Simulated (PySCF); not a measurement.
**Property card for Ga(NH3)H3, `[H][Ga]([H])([H])<-[NH3]`**

Ga(NH3)H3.
Geometry (PBE0-D3(BJ)/def2-SVP, Å), atoms numbered from 1 in this order:
```
atom  x, y, z in Å
Ga1   -0.0037    0.0043   -1.1270
N2     0.0033   -0.0036    1.0233
H3    -0.9456    0.0250    1.3956
H4     0.5060    0.8026    1.3935
H5     0.4535   -0.8433    1.3867
H6     1.5619   -0.0245   -1.3610
H7    -0.7624    1.3758   -1.3510
H8    -0.8130   -1.3364   -1.3600
```

PBE0-D3(BJ)/def2-SVP geometry optimisation, gas phase (PySCF):

```yaml
Point_group: C3v
Rotational_constants_A_B_C: 49.784, 6.852, 6.852 GHz
```

**PBE0/def2-SVPD ground state and vertical TDDFT (core frozen in the response) (PySCF)**

```yaml
Dipole_moment: 5.05 D
HOMO_energy: -7.46 eV
LUMO_energy: -0.42 eV
HOMO–LUMO_gap: 7.04 eV
Lowest_singlet_excitation: 5.94 eV (209 nm, f = 0.034 summed over 2 states within 0.01 eV)
Lowest_triplet_excitation_Tamm–Dancoff: 5.70 eV
Static_isotropic_polarisability: 47.9 au
Electronic_spatial_extent_⟨r²⟩_about_the_centre_of_nuclear_charge: 237 bohr²
```

**B3LYP/pcSseg-1 (pcSseg-2 on Ga) ground state and GIAO shieldings, non-relativistic (PySCF)**

```yaml
1H_chemical_shifts_computed_TMS_as_zero_by_class: 4.39 (H6/H7/H8), 1.60 (H3/H4/H5) ppm
Isotropic_shieldings_of_nuclei_other_than_C_and_H_by_class: 237 (N2), 1498 (Ga1) ppm
```

PBE/pcJ-1 Ga:pcSseg-1 indirect spin-spin coupling, non-relativistic, gas phase (PySCF):

```yaml
Largest_of_the_computed_one-bond_spin–spin_couplings_means_over_like_bonds: 15N–1H -63.9 (N2–H3 and 2 like it) Hz
```

delta-SCF UKS SCAN, pcX-2 on the ionised atom, pcseg-1 elsewhere, spin-free X2C (PySCF):

```yaml
Core_binding_energies: N1s 407.4 (N2) eV
```

Monoisotopic mass from the formula: 88.9756 u.

The principal polarisabilities are 47.9, 47.9 and 48.0 au; their mean is the isotropic value. The polarisability is 7.10 Å³ as a volume (1 au = 0.148185 Å³), or 1.09 au for each of the 44 electrons. A dipole of 5.05 D is allowed in C3v, and pure rotational transitions are dipole-allowed. In atomic units the dipole is 1.99 e·bohr (1 au = 2.5417 D). The 15 singlets span 5.94 to 8.65 eV, and their oscillator strengths add up to 1.34.

 Relativistic effects, spin–orbit coupling among them, are left out (core-ionisation runs apart) although an element past zinc is present. Atoms bound to Ga lack the heavy atom's spin–orbit term in their shielding, so their NMR values are less reliable.

For the NMR shielding job (B3LYP/pcSseg-1 (pcSseg-2 on Ga)), time: 4.0 s. Hardware: one thread of an Arm Neoverse V2, no GPU, shared host.
